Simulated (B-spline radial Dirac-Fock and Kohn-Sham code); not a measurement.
Electron momentum distribution of Gd¹⁵⁺: Compton profiles

System: Gd¹⁵⁺, [Kr] 4d10 4f3.

Input of the calculation (task.json; shells as n, l, electrons):

```json
{"items": [{
  "Z": 64,
  "q": 15,
  "cfg": [[1, 0, 2], [2, 0, 2], [2, 1, 6], [3, 0, 2], [3, 1, 6], [3, 2, 10], [4, 0, 2], [4, 1, 6], [4, 2, 10], [4, 3, 3]],
  "A": 158,
  "rrms": 5.1569,
  "do": ["scatter"],
  "s": [0.0, 0.05, 0.1, 0.15, 0.2, 0.25, 0.3, 0.35, 0.4, 0.45, 0.5, 0.6, 0.7, 0.8, 0.9, 1.0, 1.1, 1.2, 1.4, 1.6, 1.8, 2.0, 2.5, 3.0, 3.5, 4.0, 5.0, 6.0],
  "pz": [0, 0.1, 0.2, 0.3, 0.4, 0.5, 0.6, 0.8, 1.0, 1.2, 1.4, 1.6, 1.8, 2.0, 2.5, 3.0, 4.0, 5.0, 7.0, 10.0, 15.0, 20.0, 30.0, 40.0, 60.0, 100.0],
  "hv_scatter": [1000, 2000, 10000, 17479.3, 20000, 50000, 100000, 200000]
}]}
```

Command: `python xray_run.py task.json out`

These are calculated numbers from a radial atomic solver; the model is the impulse approximation on configuration-average Dirac-Fock orbitals. pz is in atomic units of momentum; subshell profiles are per electron, for a selection of subshells; open shells are spread over both j values by their weights.

```csv
pz,J total,J 2p3/2,J 3s1/2,J 3p1/2,J 4f7/2
0,3.656,0.0230,0.0970,0.0572,0.0869
0.3,3.648,0.0230,0.0966,0.0572,0.0869
0.4,3.641,0.0230,0.0963,0.0572,0.0869
0.5,3.633,0.0230,0.0959,0.0572,0.0869
0.6,3.622,0.0230,0.0954,0.0572,0.0869
0.8,3.596,0.0230,0.0942,0.0572,0.0869
1,3.561,0.0230,0.0927,0.0572,0.0869
1.2,3.518,0.0230,0.0908,0.0572,0.0869
1.4,3.466,0.0230,0.0887,0.0571,0.0869
1.6,3.405,0.0230,0.0863,0.0570,0.0867
1.8,3.334,0.0230,0.0837,0.0569,0.0865
2,3.254,0.0230,0.0809,0.0568,0.0862
2.5,3.015,0.0230,0.0732,0.0562,0.0842
3,2.731,0.0230,0.0648,0.0553,0.0801
4,2.125,0.0229,0.0478,0.0521,0.0658
5,1.612,0.0228,0.0328,0.0470,0.0480
7,1.017,0.0224,0.0141,0.0331,0.0209
10,0.6261,0.0209,0.00728,0.0141,0.00525
15,0.3056,0.0164,0.00607,0.00276,0.000564
20,0.1629,0.0112,0.00263,0.00204,7.73e-05
30,0.05848,0.00416,0.000299,0.00132,2.88e-06
40,0.02620,0.00140,0.000222,0.000532,< 1e-6
60,0.007772,0.000184,0.000128,8.22e-05,< 1e-6
100,0.001319,8.05e-06,2.21e-05,4.92e-06,< 1e-6
```

J(0) = 3.656. The 4d5/2 subshell gives the largest part, 17 %.

Mean momentum ⟨p⟩ by subshell (a.u.): 1s1/2 62.7, 2s1/2 22.3, 2p1/2 29.7, 2p3/2 27.2, 3s1/2 11.2, 3p1/2 13.4, 3p3/2 12.7, 3d3/2 15.2, 3d5/2 14.9, 4s1/2 5.78, 4p1/2 6.48, 4p3/2 6.21, 4d3/2 6.80, 4d5/2 6.70, 4f5/2 6.86, 4f7/2 6.82.
